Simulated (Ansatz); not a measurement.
Input file for Ansatz (a quantum-chemistry and plane-wave program): R-CCSD(T)/aug-cc-pVDZ on CH2O (SMILES C=O).

Ansatz 0.2 input:
```yaml
crystal:
  periodic: [false, false, false]
  atoms:
    - {symbol: O, position_ang: [0.00000030, 0.00000000, 1.19296326]}
    - {symbol: C, position_ang: [-0.00000093, 0.00000000, -0.00589328]}
    - {symbol: H, position_ang: [0.00000031, 0.93875301, -0.59353499]}
    - {symbol: H, position_ang: [0.00000031, -0.93875301, -0.59353499]}
basis:
  gaussian:
    orbitals: aug-cc-pVDZ
magnetization: {spin_polarized: false}
correlation: {method: ccsd_t, electrons: outside_noble_gas}
scf: {lower_state_search: off}
```

Q: Predict the final total energy.

A: -114.2443 hartree (reference determinant -113.8855, T1 diagnostic 0.016).
